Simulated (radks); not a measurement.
Species: Cd11+. Configuration: [Kr] 4d1.

Method: scalar-relativistic Kohn-Sham, exchange-only B88, spin-polarised, spherical densities, point nucleus; open shells are filled with parallel spins first (spin-orbit coupling, left out, can overturn this in heavy ions); computed with a radial shooting solver on a logarithmic mesh with Libxc functionals.

Energy parts (Ry):
| part | energy |
|---|---|
| total | -11110.63192 |
| kinetic | 11569.93149 |
| electron-nucleus | -26239.31378 |
| Hartree | 3848.57664 |
| exchange | -289.82628 |

Orbitals (lengths in bohr, moments of r in powers of bohr):
orbital,occ.,eigenvalue (Ry),<r^4>,<r>,<r^2>,<1/r>
1s up,1,-1966.895,4.064e-06,0.03040,0.001250,50.64
1s down,1,-1966.895,4.064e-06,0.03040,0.001250,50.64
2s up,1,-306.6096,0.0007161,0.1316,0.02042,11.52
2s down,1,-306.5825,0.0007161,0.1316,0.02042,11.53
2p up,3,-276.9014,0.0005138,0.1148,0.01610,11.11
2p down,3,-276.8807,0.0005137,0.1148,0.01610,11.12
3s up,1,-70.53515,0.03252,0.3573,0.1459,4.076
3s down,1,-70.52037,0.03248,0.3572,0.1459,4.076
3p up,3,-60.79363,0.03446,0.3557,0.1468,3.885
3p down,3,-60.77676,0.03441,0.3556,0.1467,3.886
3d up,5,-45.61134,0.03177,0.3323,0.1311,3.663
3d down,5,-45.58601,0.03170,0.3322,0.1311,3.664
4s up,1,-22.99670,0.8282,0.8235,0.7618,1.689
4s down,1,-22.87945,0.8274,0.8230,0.7610,1.691
4p up,3,-19.86893,1.052,0.8680,0.8511,1.573
4p down,3,-19.74964,1.052,0.8677,0.8508,1.574
4d up,1,-15.12009,1.621,0.9510,1.034,1.384
4d down,0,-15.00127,1.629,0.9515,1.036,1.384
5s up,0,-10.80967,11.06,1.600,2.854,0.8573
5s down,0,-10.74125,11.20,1.606,2.871,0.8538
5p up,0,-9.64503,14.51,1.708,3.259,0.8002
5p down,0,-9.58384,14.70,1.714,3.281,0.7967

The highest occupied level is 4d up at -205.72 eV. Spin moment in Bohr magnetons: 1. The density falls to 0.001 e/bohr^3 at r = 2.08 bohr. Summed over all electrons, <r^2> = 10.29 bohr^2, which gives a Langevin (diamagnetic) susceptibility term of -8.15 x 10^-6 cm^3/mol.

Run on one thread of a shared host, so times are rough (Arm Neoverse N1): 0.28 s of CPU time, 0.28 s wall, 15 iterations on 2476 mesh points.
